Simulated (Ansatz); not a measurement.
These are Ansatz (a program for electronic structure) with PBE-D3(BJ)/def2-TZVP values and carry that method's errors. No frequencies were computed at this level.

Ansatz 0.2 input:
```yaml
crystal:
  periodic: [false, false, false]
  atoms:
    - { symbol: F, position_ang: [-2.09981, 0.801762, -0.509344] }
    - { symbol: C, position_ang: [-1.285524, -0.014764, 0.176269] }
    - { symbol: C, position_ang: [-0.001265, -0.042934, -0.003099] }
    - { symbol: C, position_ang: [1.28356, -0.070461, -0.178315] }
    - { symbol: F, position_ang: [2.133301, 0.67871, 0.540633] }
    - { symbol: H, position_ang: [-1.830587, -0.649765, 0.862753] }
    - { symbol: H, position_ang: [1.800325, -0.702547, -0.888898] }
basis:
  gaussian: { orbitals: def2-tzvp }
hamiltonian:
  xc: pbe
  dispersion: d3bj
relax:
  max_steps: 150
```

Output:

```
Functional definition: PBE
940 factors; their error is unknown
mean field evaluation 1: about -8562.1448 eV, gradient 5.6e1 eV
mean field evaluation 2: about -8552.4740 eV, gradient 7.7e1 eV
mean field evaluation 4: about -8569.3679 eV, gradient 5.3e0 eV
mean field evaluation 8: about -8569.3962 eV, gradient 4.5e-1 eV
mean field evaluation 16: about -8569.3964 eV, gradient 2.2e-4 eV
mean field -8569.39641171 eV, -314.9195095850 hartree, gradient 2.6e-5 eV, S^2 0.000000; 0 other end points of the search recorded, 0 dependent functions left out
reference -8569.39644158 eV, -314.9195106826 hartree; 19, 19 occupied and 148, 148 virtual orbitals, 940 factors
relax step   1: F+E_penalty+E_count = -8569.49713530 eV  Δ(F+E_penalty+E_count) = +0.000e0 eV  max|allowed force component| = 4.071e-1 eV/Å  Δτ_max = 0.0000 Å  (30 SCF iters, accepted)
these checks for a lower state are left out or cut short: starts, cluster_reference, orbital_swaps, neighbouring_geometries, increment
940 factors; their error is unknown
mean field -8569.35824413 eV, -314.9181069520 hartree, gradient 2.5e-5 eV, S^2 0.000000; 0 other end points of the search recorded, 0 dependent functions left out
reference -8569.35827382 eV, -314.9181080431 hartree; 19, 19 occupied and 148, 148 virtual orbitals, 940 factors
relax step   2: F+E_penalty+E_count = -8569.45852032 eV  Δ(F+E_penalty+E_count) = +3.861e-2 eV  max|allowed force component| = 7.508e-1 eV/Å  Δτ_max = 0.0664 Å  (31 SCF iters, rejected (line search))
these checks for a lower state are left out or cut short: starts, cluster_reference, orbital_swaps, neighbouring_geometries, increment
940 factors; their error is unknown
mean field evaluation 32: about -8569.4068 eV, gradient 1.2e-5 eV
mean field -8569.40680732 eV, -314.9198916165 hartree, gradient 1.2e-5 eV, S^2 0.000000; 0 other end points of the search recorded, 0 dependent functions left out
reference -8569.40683707 eV, -314.9198927098 hartree; 19, 19 occupied and 148, 148 virtual orbitals, 940 factors
relax step   3: F+E_penalty+E_count = -8569.50715936 eV  Δ(F+E_penalty+E_count) = -1.002e-2 eV  max|allowed force component| = 3.214e-1 eV/Å  Δτ_max = 0.0324 Å  (31 SCF iters, accepted)
these checks for a lower state are left out or cut short: starts, cluster_reference, orbital_swaps, neighbouring_geometries, increment
940 factors; their error is unknown
mean field -8569.41623721 eV, -314.9202381587 hartree, gradient 1.3e-5 eV, S^2 0.000000; 0 other end points of the search recorded, 0 dependent functions left out
reference -8569.41626702 eV, -314.9202392541 hartree; 19, 19 occupied and 148, 148 virtual orbitals, 940 factors
relax step   4: F+E_penalty+E_count = -8569.51652065 eV  Δ(F+E_penalty+E_count) = -9.361e-3 eV  max|allowed force component| = 1.246e-1 eV/Å  Δτ_max = 0.0179 Å  (33 SCF iters, accepted)
these checks for a lower state are left out or cut short: starts, cluster_reference, orbital_swaps, neighbouring_geometries, increment
940 factors; their error is unknown
mean field -8569.41566740 eV, -314.9202172183 hartree, gradient 1.9e-5 eV, S^2 0.000000; 0 other end points of the search recorded, 0 dependent functions left out
reference -8569.41569719 eV, -314.9202183131 hartree; 19, 19 occupied and 148, 148 virtual orbitals, 940 factors
relax step   5: F+E_penalty+E_count = -8569.51595300 eV  Δ(F+E_penalty+E_count) = +5.676e-4 eV  max|allowed force component| = 1.314e-1 eV/Å  Δτ_max = 0.0312 Å  (33 SCF iters, rejected (line search))
these checks for a lower state are left out or cut short: starts, cluster_reference, orbital_swaps, neighbouring_geometries, increment
940 factors; their error is unknown
mean field -8569.41843370 eV, -314.9203188779 hartree, gradient 2.1e-5 eV, S^2 0.000000; 0 other end points of the search recorded, 0 dependent functions left out
reference -8569.41846350 eV, -314.9203199733 hartree; 19, 19 occupied and 148, 148 virtual orbitals, 940 factors
relax step   6: F+E_penalty+E_count = -8569.51861538 eV  Δ(F+E_penalty+E_count) = -2.095e-3 eV  max|allowed force component| = 1.143e-1 eV/Å  Δτ_max = 0.0128 Å  (33 SCF iters, accepted)
these checks for a lower state are left out or cut short: starts, cluster_reference, orbital_swaps, neighbouring_geometries, increment
940 factors; their error is unknown
mean field -8569.41972393 eV, -314.9203662931 hartree, gradient 1.7e-5 eV, S^2 0.000000; 0 other end points of the search recorded, 0 dependent functions left out
reference -8569.41975378 eV, -314.9203673901 hartree; 19, 19 occupied and 148, 148 virtual orbitals, 940 factors
relax step   7: F+E_penalty+E_count = -8569.51989853 eV  Δ(F+E_penalty+E_count) = -1.283e-3 eV  max|allowed force component| = 4.640e-2 eV/Å  Δτ_max = 0.0156 Å  (33 SCF iters, accepted)
these checks for a lower state are left out or cut short: starts, cluster_reference, orbital_swaps, neighbouring_geometries, increment
940 factors; their error is unknown
mean field evaluation 64: about -8569.4211 eV, gradient 1.9e-4 eV
mean field -8569.42107664 eV, -314.9204160043 hartree, gradient 1.7e-5 eV, S^2 0.000000; 0 other end points of the search recorded, 0 dependent functions left out
reference -8569.42110658 eV, -314.9204171045 hartree; 19, 19 occupied and 148, 148 virtual orbitals, 940 factors
relax step   8: F+E_penalty+E_count = -8569.52122835 eV  Δ(F+E_penalty+E_count) = -1.330e-3 eV  max|allowed force component| = 2.102e-2 eV/Å  Δτ_max = 0.0234 Å  (32 SCF iters, accepted)
these checks for a lower state are left out or cut short: starts, cluster_reference, orbital_swaps, neighbouring_geometries, increment
940 factors; their error is unknown
mean field -8569.39301722 eV, -314.9193848395 hartree, gradient 1.5e-5 eV, S^2 0.000000; 0 other end points of the search recorded, 0 dependent functions left out
reference -8569.39304746 eV, -314.9193859509 hartree; 19, 19 occupied and 148, 148 virtual orbitals, 940 factors
relax step   9: F+E_penalty+E_count = -8569.49304741 eV  Δ(F+E_penalty+E_count) = +2.818e-2 eV  max|allowed force component| = 9.182e-1 eV/Å  Δτ_max = 0.0299 Å  (31 SCF iters, rejected (line search))
these checks for a lower state are left out or cut short: starts, cluster_reference, orbital_swaps, neighbouring_geometries, increment
940 factors; their error is unknown
mean field -8569.42127119 eV, -314.9204231539 hartree, gradient 1.4e-5 eV, S^2 0.000000; 0 other end points of the search recorded, 0 dependent functions left out
reference -8569.42130118 eV, -314.9204242559 hartree; 19, 19 occupied and 148, 148 virtual orbitals, 940 factors
relax step  10: F+E_penalty+E_count = -8569.52140047 eV  Δ(F+E_penalty+E_count) = -1.721e-4 eV  max|allowed force component| = 1.384e-2 eV/Å  Δτ_max = 0.0103 Å  (32 SCF iters, accepted)
these checks for a lower state are left out or cut short: starts, cluster_reference, orbital_swaps, neighbouring_geometries, increment
940 factors; their error is unknown
mean field -8569.42128189 eV, -314.9204235469 hartree, gradient 2.0e-5 eV, S^2 0.000000; 0 other end points of the search recorded, 0 dependent functions left out
reference -8569.42131187 eV, -314.9204246487 hartree; 19, 19 occupied and 148, 148 virtual orbitals, 940 factors
relax step  11: F+E_penalty+E_count = -8569.52140992 eV  Δ(F+E_penalty+E_count) = -9.452e-6 eV  max|allowed force component| = 1.495e-3 eV/Å  Δτ_max = 0.0006 Å  (34 SCF iters, accepted)
940 factors; their error is unknown
mean field evaluation 96: about -8562.4765 eV, gradient 5.5e1 eV
mean field -8569.42128189 eV, -314.9204235469 hartree, gradient 2.0e-5 eV, S^2 0.000000; 1 other end points of the search recorded, 0 dependent functions left out
reference -8569.42131187 eV, -314.9204246487 hartree; 19, 19 occupied and 148, 148 virtual orbitals, 940 factors
Total energy: -8569.52143990 eV, -314.9241042862 hartree
Atom 0 at    -2.137084     0.799307    -0.514473 Å, force     0.000505    -0.000355     0.000209 eV/Å
Atom 1 at    -1.295546    -0.016927     0.169286 Å, force    -0.001025    -0.001344     0.000130 eV/Å
Atom 2 at     0.000028     0.001041     0.000060 Å, force    -0.000117     0.000589    -0.000018 eV/Å
Atom 3 at     1.293399    -0.072318    -0.171058 Å, force     0.000993    -0.001495    -0.000473 eV/Å
Atom 4 at     2.172542     0.674462     0.544030 Å, force    -0.000332    -0.000128     0.000045 eV/Å
Atom 5 at    -1.834378    -0.666714     0.863219 Å, force     0.000663     0.001385    -0.000369 eV/Å
Atom 6 at     1.801039    -0.718850    -0.891064 Å, force    -0.000687     0.001349     0.000475 eV/Å
Dipole moment:    -0.008075    -0.336053    -0.006748 e Å
```

Cost: around 30 core-seconds (rough).
